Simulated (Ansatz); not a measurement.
The cluster MgSi3⁺. Total charge 1; doublet. Geometry r2SCAN-D4/def2-TZVP, that of the neutral singlet; atoms count from 1.

Cartesian coordinates in Å:
```
Mg -0.2378 -0.9944 -1.8358
Si 0.0875 -1.1192 0.7076
Si -0.0651 1.2124 -0.5355
Si 0.2155 0.9012 1.6637
```

The structure comes from a short search, and lower isomers may exist.

(1) Estimate the Mulliken populations from the PBE0/def2-TZVP orbitals of Ansatz.

(2) Where does the spin sit?

(3) And the Mayer bond orders between bonded heavy atoms (over 0.3)?

Answers

(1) 
```json
{"atom": "Mg1", "charge (e)": "0.72", "spin (α − β)": "0.14"}
{"atom": "Si2", "charge (e)": "0.09", "spin (α − β)": "0.46"}
{"atom": "Si3", "charge (e)": "0.09", "spin (α − β)": "0.46"}
{"atom": "Si4", "charge (e)": "0.09", "spin (α − β)": "-0.06"}
```
Mulliken values and Mayer orders depend strongly on the basis.

(2) Summed by element: Mg 0.14, Si 0.86, of 1 unpaired in all. Largest on single atoms: Si2 0.46, Si3 0.46, Mg1 0.14.

(3) Mg1–Si2 0.64 (2.57 Å); Mg1–Si3 0.64 (2.57 Å); Si2–Si3 0.96 (2.65 Å); Si2–Si4 1.30 (2.24 Å); Si3–Si4 1.30 (2.24 Å). Values over 0.3 also appear between atoms too far apart for a bond (Mg1–Si4 0.35 at 4.01 Å); they arise where an orbital or an unpaired electron spreads over both atoms.
